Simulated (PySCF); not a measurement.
**Nuclear quadrupole coupling in `COC(F)(F)[SiH2][SiH2][SiH3]`**

Species: C2H10F2OSi3.
Numbering: `[CH3:1][O:2][C:3]([F:4])([F:5])[SiH2:6][SiH2:7][SiH3:8]` (hydrogens: H9, H10, H11 on C1; H12, H13 on Si6; H14, H15 on Si7; H16, H17, H18 on Si8)

Geometry (GFN2-xTB, Å), atoms numbered from 1 in this order:
```xyz
18
C2H10F2OSi3 angstrom
C     -1.920    1.409   -0.277
O     -1.062    0.278   -0.118
C     -1.138   -0.682   -1.069
F     -0.835   -0.156   -2.309
F     -2.432   -1.113   -1.226
Si     0.083   -2.097   -0.549
Si     1.689   -0.931    0.645
Si     1.959    1.290    0.015
H     -1.714    1.914   -1.223
H     -1.699    2.071    0.555
H     -2.966    1.098   -0.244
H     -0.805   -3.043    0.134
H      0.430   -2.731   -1.826
H      2.943   -1.702    0.541
H      1.360   -1.044    2.077
H      3.353    1.735    0.129
H      1.572    1.508   -1.380
H      1.175    2.203    0.848
```

Field gradients from the PBE0/pcSseg-1 density (PySCF, non-relativistic), principal values in atomic units, ordered |Vxx| ≤ |Vyy| ≤ |Vzz|:

| atom | Vxx | Vyy | Vzz |
| --- | --- | --- | --- |
| O2 | -0.1870 | -1.7102 | 1.8973 |

Task: Find the asymmetry η = (Vxx − Vyy)/Vzz and the couplings χ = eQV/h (234.96 MHz × Q in barn × V in au), with Q(17O) = −0.0256 b.

Result: 
```csv
atom,environment,nucleus,η,χzz (MHz),χxx (MHz),χyy (MHz)
O2,ether oxygen,17O,0.80,-11.41,1.13,10.29
```

The tensor is traceless: Vxx + Vyy + Vzz = 0.

Task: What is Vzz at O2 in SI units (1 au = 9.71736 × 10²¹ V/m²)?

Result: 1.8973 au = 18.436 × 10²¹ V/m².

Task: And the gradient at the other heavy atoms, for which no coupling is worked out here?

Result: 
```
atom              environment  Vzz (au)     η
  C1           methoxy carbon     0.484  0.00
  C3               CF2 carbon    -0.551  0.31
  F4  fluorine of a CF2 group     2.800  0.02
  F5  fluorine of a CF2 group     2.825  0.02
 Si6             SiH2 silicon     0.375  0.21
 Si7             SiH2 silicon     0.134  0.55
 Si8             SiH3 silicon     0.126  0.48
```

Were the hydrogens deuterons (Q(2H) = 0.00286 b), χzz would run from 105 kHz (H14) to 206 kHz (H10).

The structure is a single GFN2-xTB conformer in the gas phase; no vibrational or solvent corrections. GFN2-xTB bond lengths can be off by several hundredths of an ångström, more for odd bonds, and the gradients follow them. With so small a basis the couplings can be 20 % off.
